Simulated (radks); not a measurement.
Species: neutral tantalum. Configuration: [Xe] 4f12 5d3 6s2 6p2 (not the ground configuration).

Calculated with a radial shooting solver on a logarithmic mesh with Libxc functionals: scalar-relativistic Kohn-Sham, PBE, spin-polarised, spherical densities, point nucleus; open shells are filled with parallel spins first (spin-orbit coupling, left out, can overturn this in heavy ions).

Energy parts (eV):
| part | energy |
|---|---|
| total | -424555.62 |
| kinetic | 466579.68 |
| electron-nucleus | -1046881.39 |
| Hartree | 164283.12 |
| exchange-correlation | -8537.03 |

Orbitals (lengths in bohr, moments of r in powers of bohr):
| orbital | occ. | eigenvalue (eV) | <r^2> | <1/r> |
|---|---|---|---|---|
| 1s up | 1 | -67398.66 | 0.0004785 | 85.47 |
| 1s down | 1 | -67398.65 | 0.0004785 | 85.47 |
| 2s up | 1 | -11603.57 | 0.007374 | 19.96 |
| 2s down | 1 | -11603.35 | 0.007374 | 19.96 |
| 2p up | 3 | -10170.92 | 0.006085 | 18.15 |
| 2p down | 3 | -10170.74 | 0.006085 | 18.15 |
| 3s up | 1 | -2683.247 | 0.04796 | 7.388 |
| 3s down | 1 | -2681.975 | 0.04794 | 7.390 |
| 3p up | 3 | -2257.244 | 0.04868 | 6.834 |
| 3p down | 3 | -2255.956 | 0.04865 | 6.836 |
| 3d up | 5 | -1760.226 | 0.04042 | 6.460 |
| 3d down | 5 | -1759.170 | 0.04038 | 6.462 |
| 4s up | 1 | -570.6894 | 0.2359 | 3.147 |
| 4s down | 1 | -568.2608 | 0.2360 | 3.146 |
| 4p up | 3 | -430.3158 | 0.2677 | 2.867 |
| 4p down | 3 | -427.9637 | 0.2679 | 2.865 |
| 4d up | 5 | -250.7648 | 0.3104 | 2.556 |
| 4d down | 5 | -248.4376 | 0.3107 | 2.554 |
| 4f up | 7 | -51.4636 | 0.4438 | 2.088 |
| 4f down | 5 | -49.0504 | 0.4438 | 2.087 |
| 5s up | 1 | -90.0861 | 1.270 | 1.258 |
| 5s down | 1 | -87.6623 | 1.265 | 1.262 |
| 5p up | 3 | -54.0869 | 1.697 | 1.073 |
| 5p down | 3 | -51.5084 | 1.692 | 1.076 |
| 5d up | 3 | -12.6750 | 3.570 | 0.7456 |
| 5d down | 0 | -10.0461 | 3.680 | 0.7402 |
| 6s up | 1 | -9.7636 | 8.942 | 0.4522 |
| 6s down | 1 | -7.6853 | 9.511 | 0.4394 |
| 6p up | 2 | -3.8035 | 16.24 | 0.3352 |
| 6p down | 0 | -2.2052 | 19.12 | 0.3115 |

The highest occupied level is 6p up at -3.803 eV. The configuration is held as typed, so some empty levels lie below it. Spin moment in Bohr magnetons: 7. The density falls to 0.001 e/bohr^3 at r = 5.15 bohr.
